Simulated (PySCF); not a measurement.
C4H5 (SMILES C=C1[CH-]C1), charge -1, singlet, geometry from GFN2-xTB (in this run its highest filled SCF level lies above zero, so its values depend strongly on the basis, on diffuse functions most of all); BHANDHLYP/STO-3G in PySCF.

Here is a job for PySCF.
```python
from pyscf import gto, scf, dft

mol = gto.Mole()
mol.atom = '''
    C     0.021750   -0.124087    0.255117
    C    -0.033827   -0.782439   -0.961492
    C    -0.035626    0.726941   -0.964821
    C    -0.037035   -0.027250    1.591444
    H     0.747122   -1.391700   -1.416436
    H     0.850665    1.354454   -1.191191
    H    -0.956001    1.255631   -1.252265
    H     0.069072   -0.895666    2.235814
    H    -0.202431    0.918290    2.102586
'''
mol.basis = 'sto-3g'
mol.charge = -1
mol.spin = 0
mol.verbose = 4
mol.build()

mf = dft.RKS(mol)
mf.xc = 'bhandhlyp'
mf.grids.atom_grid = (99, 590)
mf.grids.prune = None
mf.kernel()
```

Write the output that PySCF gives for this input, abridged.


```
PySCF version 2.14.0

[INPUT] verbose = 4
[INPUT] num. atoms = 9
[INPUT] num. electrons = 30
[INPUT] charge = -1
[INPUT] spin (= nelec alpha-beta = 2S) = 0
[INPUT] symmetry False subgroup None
[INPUT] Mole.unit = angstrom
[INPUT] Symbol           X                Y                Z      unit          X                Y                Z       unit  Magmom
[INPUT]  1 C      0.021750000000  -0.124087000000   0.255117000000 AA    0.041101543209  -0.234490445619   0.482101259721 Bohr   0.0
[INPUT]  2 C     -0.033827000000  -0.782439000000  -0.961492000000 AA   -0.063923765616  -1.478595419179  -1.816956550960 Bohr   0.0
[INPUT]  3 C     -0.035626000000   0.726941000000  -0.964821000000 AA   -0.067323382914   1.373719398717  -1.823247449229 Bohr   0.0
[INPUT]  4 C     -0.037035000000  -0.027250000000   1.591444000000 AA   -0.069986007023  -0.051495036894   3.007393302582 Bohr   0.0
[INPUT]  5 H      0.747122000000  -1.391700000000  -1.416436000000 AA    1.411855961637  -2.629931847557  -2.676676112974 Bohr   0.0
[INPUT]  6 H      0.850665000000   1.354454000000  -1.191191000000 AA    1.607523873753   2.559547108322  -2.251024752047 Bohr   0.0
[INPUT]  7 H     -0.956001000000   1.255631000000  -1.252265000000 AA   -1.806580064810   2.372798703514  -2.366437885378 Bohr   0.0
[INPUT]  8 H      0.069072000000  -0.895666000000   2.235814000000 AA    0.130527162876  -1.692563439085   4.225076125468 Bohr   0.0
[INPUT]  9 H     -0.202431000000   0.918290000000   2.102586000000 AA   -0.382539149122   1.735316602927   3.973311693345 Bohr   0.0

nuclear repulsion = 102.050821939781
number of shells = 17
number of NR pGTOs = 75
number of NR cGTOs = 25
basis = sto-3g
ecp = {}

******** <class 'pyscf.dft.rks.RKS'> ********
method = RKS
initial guess = minao
damping factor = 0
level_shift factor = 0
DIIS = <class 'pyscf.scf.diis.CDIIS'>
diis_start_cycle = 1
diis_space = 8
diis_damp = 0
SCF conv_tol = 1e-09
SCF conv_tol_grad = None
SCF max_cycles = 50
direct_scf = True
direct_scf_tol = 1e-13
XC library pyscf.dft.libxc version 7.1.2
    S. Lehtola, C. Steigemann, M. J. T. Oliveira, and M. A. L. Marques,  SoftwareX 7, 1–5 (2018)
XC functionals = bhandhlyp
    A. D. Becke,  J. Chem. Phys. 98, 1372 (1993)
    Defined through Gaussian implementation.
radial grids:
    Treutler-Ahlrichs [JCP 102, 346 (1995); DOI:10.1063/1.469408] (M4) radial grids

becke partition: Becke, JCP 88, 2547 (1988); DOI:10.1063/1.454033
pruning grids: None
grids dens level: 3
symmetrized grids: False
atomic radii adjust function: <function treutler_atomic_radii_adjust>
User specified grid scheme (99, 590)
small_rho_cutoff = 0
Set gradient conv threshold to 3.16228e-05
Initial guess from minao.
tot grids = 525696
init E= -154.028659717659
  HOMO = -0.127300087578528  LUMO = 0.104025985984417  gap/eV = 6.29470
cycle= 1 E= -153.120371960218  delta_E= 0.908  |g|= 0.357  |ddm|= 4.04
  HOMO = 0.234665176072177  LUMO = 0.539735389162006  gap/eV = 8.30138
cycle= 2 E= -153.154786466039  delta_E= -0.0344  |g|= 0.214  |ddm|= 0.893
  HOMO = 0.159360800608386  LUMO = 0.498657131988854  gap/eV = 9.23272
cycle= 3 E= -153.168089049719  delta_E= -0.0133  |g|= 0.0878  |ddm|= 0.435
  HOMO = 0.155565849217426  LUMO = 0.485580983776902  gap/eV = 8.98017
cycle= 4 E= -153.17072533961  delta_E= -0.00264  |g|= 0.0108  |ddm|= 0.143
  HOMO = 0.156098604749049  LUMO = 0.487273223277824  gap/eV = 9.01172
cycle= 5 E= -153.170762655133  delta_E= -3.73e-05  |g|= 0.00493  |ddm|= 0.0235
  HOMO = 0.156231294898038  LUMO = 0.487924189980566  gap/eV = 9.02582
cycle= 6 E= -153.170771025069  delta_E= -8.37e-06  |g|= 0.000717  |ddm|= 0.00729
  HOMO = 0.156220759074999  LUMO = 0.48783238959177  gap/eV = 9.02361
cycle= 7 E= -153.170771220479  delta_E= -1.95e-07  |g|= 0.000276  |ddm|= 0.00145
  HOMO = 0.15622392671091  LUMO = 0.487855649298564  gap/eV = 9.02416
cycle= 8 E= -153.170771253475  delta_E= -3.3e-08  |g|= 4.53e-05  |ddm|= 0.000528
  HOMO = 0.156218999468664  LUMO = 0.487854817875912  gap/eV = 9.02427
cycle= 9 E= -153.17077125459  delta_E= -1.12e-09  |g|= 8.03e-06  |ddm|= 0.000108
  HOMO = 0.156219814651669  LUMO = 0.487854835764515  gap/eV = 9.02425
cycle= 10 E= -153.170771254622  delta_E= -3.19e-11  |g|= 9.09e-07  |ddm|= 1.9e-05
  HOMO = 0.156219920969342  LUMO = 0.48785482796638  gap/eV = 9.02425
Extra cycle  E= -153.170771254622  delta_E= -3.41e-13  |g|= 6.87e-07  |ddm|= 2.21e-06
converged SCF energy = -153.170771254622
```
